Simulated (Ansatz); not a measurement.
Si₃₉H₄₄, a nanocrystal cut from hexagonal silicon. Total charge 0; singlet. Geometry PBE-D4/def2-SVP; atoms count from 1.

Cartesian coordinates in Å:
```
Si -1.042 3.225 -3.657
Si -0.192 4.537 -1.900
Si -1.892 5.300 -0.441
Si 3.175 2.683 -2.127
Si 1.378 3.258 -0.705
Si 2.174 4.527 1.107
Si -1.635 4.284 1.671
Si 0.366 5.255 2.450
Si 3.713 3.241 2.333
Si -2.777 -0.054 -4.660
Si -2.071 1.273 -2.850
Si -3.947 1.724 -1.483
Si 1.314 -0.534 -3.092
Si 3.334 0.341 -2.257
Si -0.472 0.037 -1.654
Si 0.326 1.332 0.135
Si -3.478 1.045 0.722
Si -1.463 1.942 1.546
Si 3.694 -0.524 -0.098
Si 1.893 0.048 1.320
Si 2.714 1.274 3.146
Si -1.104 1.067 3.703
Si 0.957 1.666 4.680
Si -3.871 -1.966 -3.828
Si -0.519 -3.799 -4.033
Si 1.493 -2.875 -3.236
Si -2.301 -3.204 -2.592
Si -1.506 -1.893 -0.811
Si -3.309 -1.303 0.600
Si 1.891 -3.723 -1.076
Si 3.896 -2.866 -0.193
Si 0.093 -3.155 0.349
Si 0.833 -1.869 2.161
Si -2.965 -2.217 2.737
Si -0.976 -1.282 3.568
Si 4.227 -3.711 1.980
Si 2.412 -3.109 3.377
Si -0.926 -5.107 1.160
Si -2.738 -4.556 2.582
H -2.024 4.015 -4.488
H 0.102 2.807 -4.550
H 0.526 5.735 -2.480
H -1.705 6.786 -0.244
H -3.260 5.083 -1.032
H 2.940 3.272 -3.497
H 4.456 3.267 -1.582
H 2.884 5.741 0.551
H -2.787 4.645 2.578
H 0.236 6.752 2.302
H 0.618 4.958 3.905
H 4.851 2.849 1.422
H 4.280 4.053 3.472
H -3.692 0.744 -5.556
H -1.578 -0.481 -5.472
H -4.351 3.170 -1.582
H -5.108 0.893 -1.975
H 1.045 0.043 -4.462
H 4.469 -0.082 -3.161
H -4.601 1.427 1.659
H 4.960 0.072 0.475
H 3.775 0.441 3.829
H -2.257 1.469 4.593
H 0.979 3.079 5.201
H 1.156 0.739 5.855
H -4.418 -2.803 -4.959
H -5.023 -1.546 -2.951
H -0.806 -3.297 -5.427
H -0.398 -5.302 -4.094
H 2.650 -3.235 -4.140
H -2.932 -4.452 -2.020
H -4.583 -1.856 0.001
H 1.976 -5.232 -1.146
H 5.048 -3.238 -1.097
H -4.117 -1.844 3.641
H -0.690 -1.834 4.947
H 5.512 -3.158 2.545
H 4.350 -5.214 1.925
H 2.903 -2.290 4.545
H 1.748 -4.349 3.923
H -1.413 -5.938 -0.001
H 0.095 -5.920 1.917
H -4.013 -5.153 2.038
H -2.501 -5.133 3.956
```

Single mean-field runs in def2-SVP are fitted with def2-universal-jkfit.

Question: Estimate the Mulliken populations of the heavy atoms from the PBE0/def2-SVP orbitals of Ansatz.

Answer: 
```json
{"atom": "Si1", "charge (e)": "0.17"}
{"atom": "Si2", "charge (e)": "-0.01"}
{"atom": "Si3", "charge (e)": "0.09"}
{"atom": "Si4", "charge (e)": "0.19"}
{"atom": "Si5", "charge (e)": "-0.27"}
{"atom": "Si6", "charge (e)": "-0.03"}
{"atom": "Si7", "charge (e)": "-0.04"}
{"atom": "Si8", "charge (e)": "0.09"}
{"atom": "Si9", "charge (e)": "0.13"}
{"atom": "Si10", "charge (e)": "0.12"}
{"atom": "Si11", "charge (e)": "-0.28"}
{"atom": "Si12", "charge (e)": "0.15"}
{"atom": "Si13", "charge (e)": "0.01"}
{"atom": "Si14", "charge (e)": "-0.05"}
{"atom": "Si15", "charge (e)": "-0.10"}
{"atom": "Si16", "charge (e)": "-0.01"}
{"atom": "Si17", "charge (e)": "0.00"}
{"atom": "Si18", "charge (e)": "-0.18"}
{"atom": "Si19", "charge (e)": "0.03"}
{"atom": "Si20", "charge (e)": "-0.16"}
{"atom": "Si21", "charge (e)": "-0.02"}
{"atom": "Si22", "charge (e)": "0.00"}
{"atom": "Si23", "charge (e)": "0.10"}
{"atom": "Si24", "charge (e)": "0.09"}
{"atom": "Si25", "charge (e)": "0.13"}
{"atom": "Si26", "charge (e)": "-0.05"}
{"atom": "Si27", "charge (e)": "-0.05"}
{"atom": "Si28", "charge (e)": "-0.15"}
{"atom": "Si29", "charge (e)": "0.03"}
{"atom": "Si30", "charge (e)": "0.03"}
{"atom": "Si31", "charge (e)": "-0.06"}
{"atom": "Si32", "charge (e)": "-0.19"}
{"atom": "Si33", "charge (e)": "-0.19"}
{"atom": "Si34", "charge (e)": "-0.05"}
{"atom": "Si35", "charge (e)": "0.03"}
{"atom": "Si36", "charge (e)": "0.10"}
{"atom": "Si37", "charge (e)": "0.14"}
{"atom": "Si38", "charge (e)": "0.14"}
{"atom": "Si39", "charge (e)": "0.10"}
```
Mulliken values depend strongly on the basis.

Question: And the Mayer bond orders between heavy atoms (over 0.3, the first 40 of 56)?

Answer: Si1–Si2 0.95 (2.35 Å); Si1–Si11 0.93 (2.35 Å); Si2–Si3 0.92 (2.37 Å); Si2–Si5 0.93 (2.35 Å); Si3–Si7 0.94 (2.36 Å); Si4–Si5 0.90 (2.36 Å); Si4–Si14 0.94 (2.35 Å); Si5–Si6 0.93 (2.35 Å); Si5–Si16 0.92 (2.35 Å); Si6–Si8 0.92 (2.37 Å); Si6–Si9 0.94 (2.35 Å); Si7–Si8 0.94 (2.36 Å); Si7–Si18 0.92 (2.35 Å); Si9–Si21 0.94 (2.35 Å); Si10–Si11 0.93 (2.35 Å); Si10–Si24 0.94 (2.35 Å); Si11–Si12 0.91 (2.36 Å); Si11–Si15 0.93 (2.35 Å); Si12–Si17 0.94 (2.35 Å); Si13–Si14 0.92 (2.35 Å); Si13–Si15 0.90 (2.36 Å); Si13–Si26 0.93 (2.35 Å); Si14–Si19 0.92 (2.35 Å); Si15–Si16 0.94 (2.35 Å); Si15–Si28 0.93 (2.35 Å); Si16–Si18 0.92 (2.36 Å); Si16–Si20 0.94 (2.35 Å); Si17–Si18 0.92 (2.36 Å); Si17–Si29 0.93 (2.36 Å); Si18–Si22 0.91 (2.36 Å); Si19–Si20 0.90 (2.36 Å); Si19–Si31 0.93 (2.35 Å); Si20–Si21 0.93 (2.35 Å); Si20–Si33 0.93 (2.35 Å); Si21–Si23 0.93 (2.37 Å); Si22–Si23 0.94 (2.36 Å); Si22–Si35 0.93 (2.36 Å); Si24–Si27 0.95 (2.35 Å); Si25–Si26 0.94 (2.35 Å); Si25–Si27 0.92 (2.37 Å).
